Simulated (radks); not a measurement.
The numbers below are computed, except where a source is named.
Pr II, configuration [Xe] 4f3 6s0.75 7s0.25 (fractional occupations, a model configuration). Level of theory: Dirac Kohn-Sham, PBE, spin-unpolarised, spherical densities, finite nucleus; open shells fill j = l - 1/2 first; Fermi nuclear charge, rms radius 4.8919 fm (a radial shooting solver on a logarithmic mesh with Libxc functionals).

Normalised radial functions P(r) = r R(r) (large component), r in bohr:

```
   r/bohr * 5p1/2 (the largest magnitude, 0.859, reaches the edge; | marks zero)
 0.002288                             *
 0.003176                             *
 0.004408                             *
  0.00612                             |*
 0.008563                             |*
  0.01189                             | *
   0.0165                             |  *
  0.02291                             |   *
  0.03206                             |    *
   0.0445                             |     *
  0.06177                             |     *
  0.08575                             |  *
     0.12                         *   |
   0.1666                    *        |
   0.2312                     *       |
    0.321                             | *
   0.4492                             |            *
   0.6236                             |         *
   0.8657                      *      |
    1.202     *                       |
    1.668  *                          |
    2.334            *                |
     3.24                       *     |
    4.498                            *|
    6.245                             *
    8.738                             *
    12.13                             *
    16.84                             *
    23.38                             *
```

5p1/2: eigenvalue -29.990 eV, 3 radial nodes at r = 0.100, 0.301, 0.767 bohr, <r> = 1.70 bohr, 90 % of the charge inside 2.49 bohr.
